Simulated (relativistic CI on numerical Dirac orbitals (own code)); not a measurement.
## Radial parameters of Fe¹⁴⁺

Method of calculation: Dirac-Coulomb-Breit CI, KLI orbitals optimised for each configuration, model QED, unscaled Slater integrals (own radial code, finite nucleus).

Slater integrals F^k, G^k are unscaled and averaged over j, outside the closed core [Ne]; ζ comes from projecting the Hamiltonian with its Breit term on Σ l·s of the shell.

- 3s3p: G^1(3s,3p) = 190830, ζ(3p) = 13300 cm⁻¹; <r>(3s) = 0.6832, <r^2>(3s) = 0.53, <r>(3p) = 0.6767, <r^2>(3p) = 0.5267 (bohr units).
- 3p²: F^2(3p,3p) = 147590, ζ(3p) = 13285 cm⁻¹; <r>(3p) = 0.6782, <r^2>(3p) = 0.529 (bohr units).
- 3s3d: G^2(3s,3d) = 126800, ζ(3d) = 1037.1 cm⁻¹; <r>(3s) = 0.6839, <r^2>(3s) = 0.5312, <r>(3d) = 0.6258, <r^2>(3d) = 0.4538 (bohr units).

Averages of the first 10 configurations, taken without configuration mixing, which lowers the lowest level and can move excited configurations by several eV; other configurations of the list can lie among them:

| Configuration | Parity | States | Average energy above the lowest level (eV) |
| --- | --- | --- | --- |
| 3s² | even | 1 | 2.4 |
| 3s3p | odd | 12 | 34.7 |
| 3p² | even | 15 | 73.6 |
| 3s3d | even | 20 | 86.3 |
| 3d² | even | 45 | 173.2 |
| 3p3d | odd | 60 | 122.3 |
| 3p4s | odd | 12 | 256.6 |
| 3s4s | even | 4 | 219.8 |
| 3d4s | even | 20 | 305.1 |
| 3s4p | odd | 12 | 234.6 |
